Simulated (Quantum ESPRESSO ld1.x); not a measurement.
The technetium ion Tc+, configuration [Kr] 4d4 5s2 (not the ground configuration). All-electron calculation, scalar-relativistic Kohn-Sham, LDA (Slater exchange, Perdew-Zunger correlation), spin-polarised, spherical densities, point nucleus; open shells are filled with parallel spins first. Program: ld1.x of Quantum ESPRESSO 7.5. Some entries of the table are withheld. Estimate them.

| orbital | occ. | eigenvalue (eV) | <1/r> (bohr^-1) |
|---|---|---|---|
| 1s up | 1 | -20851.9 | 44.66 |
| 1s down | 1 | -20851.9 | 44.66 |
| 2s up | 1 | -2986.00 | 10.07 |
| 2s down | 1 | -2985.46 | 10.07 |
| 2p up | 3 | -2675.56 | 9.789 |
| 2p down | 3 | -2675.14 | 9.789 |
| 3s up | 1 | -529.215 | 3.474 |
| 3s down | 1 | -528.833 | 3.474 |
| 3p up | 3 | -427.358 | 3.309 |
| 3p down | 3 | -426.942 | 3.309 |
| 3d up | 5 | -262.038 | 3.081 |
| 3d down | 5 | -261.480 | 3.082 |
| 4s up | 1 | -85.7519 | 1.299 |
| 4s down | 1 | -83.2433 | 1.306 |
| 4p up | 3 | (1) | 1.160 |
| 4p down | 3 | (2) | 1.165 |
| 4d up | 4 | -18.1099 | 0.8401 |
| 4d down | 0 | -15.5881 | 0.8252 |
| 5s up | 1 | -13.3655 | 0.4524 |
| 5s down | 1 | -12.2999 | 0.4305 |

Answer. 
(1) 4p up eigenvalue (eV): -57.6396
(2) 4p down eigenvalue (eV): -55.0052
